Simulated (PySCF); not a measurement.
OTa (SMILES [O]=[Ta]), doublet, at a GFN2-xTB geometry (such geometries of metal compounds can be far from the true shape) (core potentials on Ta); PBE0/def2-SV(P) (PySCF).

Here is a job for PySCF.
```python
from pyscf import gto, scf, dft

mol = gto.M(
    atom='''
Ta   -0.000000   -0.000000   -0.169902
O     0.000000    0.000000    1.550353
''',
    basis='def2-sv(p)',
    ecp={'Ta': 'def2-sv(p)'},
    charge=0,
    spin=1,
    verbose=4,
)

mf = dft.UKS(mol)
mf.xc = 'pbe0'
mf.diis = False
mf.max_cycle = 100
mf.kernel()
```

The log (banner, timings and long lists left out):

```
PySCF version 2.14.0

[INPUT] verbose = 4
[INPUT] num. atoms = 2
[INPUT] num. electrons = 21
[INPUT] charge = 0
[INPUT] spin (= nelec alpha-beta = 2S) = 1
[INPUT] symmetry False subgroup None
[INPUT] Mole.unit = angstrom
[INPUT] Symbol           X                Y                Z      unit          X                Y                Z       unit  Magmom
[...]
nuclear repulsion = 31.9920185877559
number of shells = 17
number of NR pGTOs = 74
number of NR cGTOs = 39
basis = def2-sv(p)
ecp = {'Ta': 'def2-sv(p)'}

******** <class 'pyscf.dft.uks.UKS'> ********
method = UKS
initial guess = minao
damping factor = 0
level_shift factor = 0
DIIS disabled
SCF conv_tol = 1e-09
SCF conv_tol_grad = None
SCF max_cycles = 100
direct_scf = True
direct_scf_tol = 1e-13
number electrons alpha = 11  beta = 10
XC library pyscf.dft.libxc version 7.1.2
    S. Lehtola, C. Steigemann, M. J. T. Oliveira, and M. A. L. Marques,  SoftwareX 7, 1–5 (2018)
XC functionals = pbe0
    C. Adamo and V. Barone,  J. Chem. Phys. 110, 6158 (1999)
    M. Ernzerhof and G. E. Scuseria,  J. Chem. Phys. 110, 5029 (1999)
radial grids:
    Treutler-Ahlrichs [JCP 102, 346 (1995); DOI:10.1063/1.469408] (M4) radial grids

becke partition: Becke, JCP 88, 2547 (1988); DOI:10.1063/1.454033
pruning grids: <function nwchem_prune>
grids dens level: 3
symmetrized grids: False
atomic radii adjust function: <function treutler_atomic_radii_adjust>
small_rho_cutoff = 0
Set gradient conv threshold to 3.16228e-05
tot grids = 38096
init E= -119.218845808506

cycle= 1 E= -131.870667154704  delta_E= -12.7  |g|= 0.517  |ddm|= 5.12
cycle= 2 E= -131.373126371605  delta_E= 0.498  |g|= 1.24  |ddm|= 1.77
cycle= 3 E= -130.06995536685  delta_E=  1.3  |g|= 2.01  |ddm|= 2.16
cycle= 4 E= -117.233021386932  delta_E= 12.8  |g|= 3.15  |ddm|= 4.12
cycle= 5 E= -88.2251718355543  delta_E=   29  |g|= 7.03  |ddm|= 11.9
cycle= 6 E= -110.65836433541  delta_E= -22.4  |g|= 2.88  |ddm|= 14.9

cycle= 7 E= -81.7408195711944  delta_E= 28.9  |g|= 6.49  |ddm|= 18.1
cycle= 8 E= -110.504561575529  delta_E= -28.8  |g|=  2.9  |ddm|= 18.6

cycle= 9 E= -81.6276780535652  delta_E= 28.9  |g|= 6.52  |ddm|= 18.6
cycle= 10 E= -110.503338015021  delta_E= -28.9  |g|=  2.9  |ddm|= 18.6

cycle= 11 E= -81.6264860118515  delta_E= 28.9  |g|= 6.52  |ddm|= 18.6
cycle= 12 E= -110.503334739805  delta_E= -28.9  |g|=  2.9  |ddm|= 18.6

cycle= 13 E= -81.6264729791911  delta_E= 28.9  |g|= 6.52  |ddm|= 18.6
cycle= 14 E= -110.503334924831  delta_E= -28.9  |g|=  2.9  |ddm|= 18.6

cycle= 15 E= -81.6264728371876  delta_E= 28.9  |g|= 6.52  |ddm|= 18.6
cycle= 16 E= -110.503334932003  delta_E= -28.9  |g|=  2.9  |ddm|= 18.6

cycle= 17 E= -81.6264728357389  delta_E= 28.9  |g|= 6.52  |ddm|= 18.6
cycle= 18 E= -110.503334932204  delta_E= -28.9  |g|=  2.9  |ddm|= 18.6

cycle= 19 E= -81.6264728357279  delta_E= 28.9  |g|= 6.52  |ddm|= 18.6
cycle= 20 E= -110.503334932206  delta_E= -28.9  |g|=  2.9  |ddm|= 18.6

cycle= 21 E= -81.6264728357278  delta_E= 28.9  |g|= 6.52  |ddm|= 18.6
cycle= 22 E= -110.503334932203  delta_E= -28.9  |g|=  2.9  |ddm|= 18.6

cycle= 23 E= -81.626472835728  delta_E= 28.9  |g|= 6.52  |ddm|= 18.6
cycle= 24 E= -110.503334932207  delta_E= -28.9  |g|=  2.9  |ddm|= 18.6

cycle= 25 E= -81.6264728357274  delta_E= 28.9  |g|= 6.52  |ddm|= 18.6
cycle= 26 E= -110.503334932205  delta_E= -28.9  |g|=  2.9  |ddm|= 18.6

cycle= 27 E= -81.6264728357282  delta_E= 28.9  |g|= 6.52  |ddm|= 18.6
cycle= 28 E= -110.503334932207  delta_E= -28.9  |g|=  2.9  |ddm|= 18.6

cycle= 29 E= -81.6264728357279  delta_E= 28.9  |g|= 6.52  |ddm|= 18.6
cycle= 30 E= -110.503334932208  delta_E= -28.9  |g|=  2.9  |ddm|= 18.6

cycle= 31 E= -81.6264728357284  delta_E= 28.9  |g|= 6.52  |ddm|= 18.6
cycle= 32 E= -110.503334932203  delta_E= -28.9  |g|=  2.9  |ddm|= 18.6

cycle= 33 E= -81.6264728357278  delta_E= 28.9  |g|= 6.52  |ddm|= 18.6
cycle= 34 E= -110.503334932208  delta_E= -28.9  |g|=  2.9  |ddm|= 18.6

cycle= 35 E= -81.6264728357278  delta_E= 28.9  |g|= 6.52  |ddm|= 18.6
[...]

cycle= 47 E= -81.6264728357277  delta_E= 28.9  |g|= 6.52  |ddm|= 18.6
cycle= 48 E= -110.503334932205  delta_E= -28.9  |g|=  2.9  |ddm|= 18.6

cycle= 49 E= -81.6264728357273  delta_E= 28.9  |g|= 6.52  |ddm|= 18.6
cycle= 50 E= -110.503334932205  delta_E= -28.9  |g|=  2.9  |ddm|= 18.6

cycle= 51 E= -81.6264728357286  delta_E= 28.9  |g|= 6.52  |ddm|= 18.6
cycle= 52 E= -110.503334932205  delta_E= -28.9  |g|=  2.9  |ddm|= 18.6

cycle= 53 E= -81.6264728357273  delta_E= 28.9  |g|= 6.52  |ddm|= 18.6
cycle= 54 E= -110.503334932207  delta_E= -28.9  |g|=  2.9  |ddm|= 18.6

cycle= 55 E= -81.6264728357282  delta_E= 28.9  |g|= 6.52  |ddm|= 18.6
cycle= 56 E= -110.503334932206  delta_E= -28.9  |g|=  2.9  |ddm|= 18.6

cycle= 57 E= -81.6264728357276  delta_E= 28.9  |g|= 6.52  |ddm|= 18.6
cycle= 58 E= -110.503334932205  delta_E= -28.9  |g|=  2.9  |ddm|= 18.6

cycle= 59 E= -81.6264728357281  delta_E= 28.9  |g|= 6.52  |ddm|= 18.6
cycle= 60 E= -110.503334932204  delta_E= -28.9  |g|=  2.9  |ddm|= 18.6

cycle= 61 E= -81.6264728357276  delta_E= 28.9  |g|= 6.52  |ddm|= 18.6
cycle= 62 E= -110.503334932206  delta_E= -28.9  |g|=  2.9  |ddm|= 18.6

cycle= 63 E= -81.6264728357283  delta_E= 28.9  |g|= 6.52  |ddm|= 18.6
cycle= 64 E= -110.503334932204  delta_E= -28.9  |g|=  2.9  |ddm|= 18.6

cycle= 65 E= -81.6264728357277  delta_E= 28.9  |g|= 6.52  |ddm|= 18.6
cycle= 66 E= -110.503334932205  delta_E= -28.9  |g|=  2.9  |ddm|= 18.6

cycle= 67 E= -81.6264728357275  delta_E= 28.9  |g|= 6.52  |ddm|= 18.6
cycle= 68 E= -110.503334932207  delta_E= -28.9  |g|=  2.9  |ddm|= 18.6

cycle= 69 E= -81.626472835728  delta_E= 28.9  |g|= 6.52  |ddm|= 18.6
cycle= 70 E= -110.503334932206  delta_E= -28.9  |g|=  2.9  |ddm|= 18.6

cycle= 71 E= -81.626472835728  delta_E= 28.9  |g|= 6.52  |ddm|= 18.6
cycle= 72 E= -110.503334932206  delta_E= -28.9  |g|=  2.9  |ddm|= 18.6

cycle= 73 E= -81.6264728357272  delta_E= 28.9  |g|= 6.52  |ddm|= 18.6
cycle= 74 E= -110.503334932203  delta_E= -28.9  |g|=  2.9  |ddm|= 18.6

cycle= 75 E= -81.6264728357285  delta_E= 28.9  |g|= 6.52  |ddm|= 18.6
cycle= 76 E= -110.503334932207  delta_E= -28.9  |g|=  2.9  |ddm|= 18.6

cycle= 77 E= -81.6264728357274  delta_E= 28.9  |g|= 6.52  |ddm|= 18.6
cycle= 78 E= -110.503334932208  delta_E= -28.9  |g|=  2.9  |ddm|= 18.6

cycle= 79 E= -81.6264728357285  delta_E= 28.9  |g|= 6.52  |ddm|= 18.6
cycle= 80 E= -110.503334932203  delta_E= -28.9  |g|=  2.9  |ddm|= 18.6

cycle= 81 E= -81.6264728357286  delta_E= 28.9  |g|= 6.52  |ddm|= 18.6
cycle= 82 E= -110.503334932204  delta_E= -28.9  |g|=  2.9  |ddm|= 18.6

cycle= 83 E= -81.6264728357281  delta_E= 28.9  |g|= 6.52  |ddm|= 18.6
cycle= 84 E= -110.503334932206  delta_E= -28.9  |g|=  2.9  |ddm|= 18.6

cycle= 85 E= -81.6264728357283  delta_E= 28.9  |g|= 6.52  |ddm|= 18.6
cycle= 86 E= -110.503334932205  delta_E= -28.9  |g|=  2.9  |ddm|= 18.6

cycle= 87 E= -81.6264728357279  delta_E= 28.9  |g|= 6.52  |ddm|= 18.6
cycle= 88 E= -110.503334932205  delta_E= -28.9  |g|=  2.9  |ddm|= 18.6

cycle= 89 E= -81.6264728357275  delta_E= 28.9  |g|= 6.52  |ddm|= 18.6
cycle= 90 E= -110.503334932204  delta_E= -28.9  |g|=  2.9  |ddm|= 18.6

cycle= 91 E= -81.6264728357282  delta_E= 28.9  |g|= 6.52  |ddm|= 18.6
cycle= 92 E= -110.503334932205  delta_E= -28.9  |g|=  2.9  |ddm|= 18.6

cycle= 93 E= -81.6264728357285  delta_E= 28.9  |g|= 6.52  |ddm|= 18.6
cycle= 94 E= -110.503334932207  delta_E= -28.9  |g|=  2.9  |ddm|= 18.6

cycle= 95 E= -81.6264728357278  delta_E= 28.9  |g|= 6.52  |ddm|= 18.6
cycle= 96 E= -110.503334932205  delta_E= -28.9  |g|=  2.9  |ddm|= 18.6

cycle= 97 E= -81.6264728357281  delta_E= 28.9  |g|= 6.52  |ddm|= 18.6
cycle= 98 E= -110.503334932206  delta_E= -28.9  |g|=  2.9  |ddm|= 18.6

cycle= 99 E= -81.626472835728  delta_E= 28.9  |g|= 6.52  |ddm|= 18.6
cycle= 100 E= -110.503334932206  delta_E= -28.9  |g|=  2.9  |ddm|= 18.6
SCF not converged.
SCF energy = -110.503334932206 after 100 cycles  <S^2> = 0.75000283  2S+1 = 2.0000028
```

The run did not converge; its last values are not results.
